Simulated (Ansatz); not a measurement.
CH7B2NOSi (`O[SiH2]N1BCB1`), relaxed with RKS PBE-D4/def2-SVP in the Gaussian-basis code of Ansatz from a rough embedded geometry. The force threshold is 0.03 eV/Å; the program also tests the step.

Total charge 0; spin multiplicity 1.

Start:

```xyz
13

O     2.721    0.152   -0.388
Si    1.198   -0.191   -0.951
N    -0.026    0.733   -0.012
B    -1.494    0.299   -0.545
C    -1.607   -0.280    0.967
B    -0.140    0.178    1.378
H     2.830    1.170   -0.505
H     0.921   -1.615   -0.830
H     1.147    0.202   -2.411
H    -2.051    0.335   -1.530
H    -2.361    0.272    1.512
H    -1.732   -1.361    0.949
H     0.594    0.104    2.365
```

```
         step  energy (eV)  largest force (eV/Å)  largest move (Å)
            1  -13899.8153                 6.541             0.000
            2  -13901.2691                 2.484             0.196
            3  -13901.6240                 1.175             0.194
            4  -13901.8291                 0.687             0.195
            5  -13901.9794                 0.672             0.195
            6  -13902.0820                 0.340             0.191
            7  -13902.1950                 0.253             0.200
            8  -13902.2366                 0.341             0.195
 9 (rejected)  -13902.2120                 0.475             0.200
           10  -13902.2530                 0.071             0.099
11 (rejected)  -13902.2517                 0.300             0.052
           12  -13902.2542                 0.197             0.025
           13  -13902.2555                 0.071             0.050
           14  -13902.2561                 0.035             0.042
           15  -13902.2563                 0.033             0.046
           16  -13902.2565                 0.035             0.026
           17  -13902.2567                 0.022             0.015
           18  -13902.2569                 0.022             0.040
```

End:

```xyz
13

O     2.752    0.254   -0.388
Si    1.420   -0.351   -1.203
N    -0.016   -0.262   -0.175
B    -1.416    0.098   -0.328
C    -1.865   -0.134    1.176
B    -0.293    0.078    1.209
H     2.667    1.165   -0.059
H     1.751   -1.781   -1.487
H     1.095    0.396   -2.468
H    -1.904    0.652   -1.295
H    -2.600    0.484    1.719
H    -2.071   -1.216    1.317
H     0.480    0.617    1.980
```

Hardware: 4 threads of an Arm Neoverse V1 on a shared host. Wall time 31 s, peak host memory 0.19 GiB.
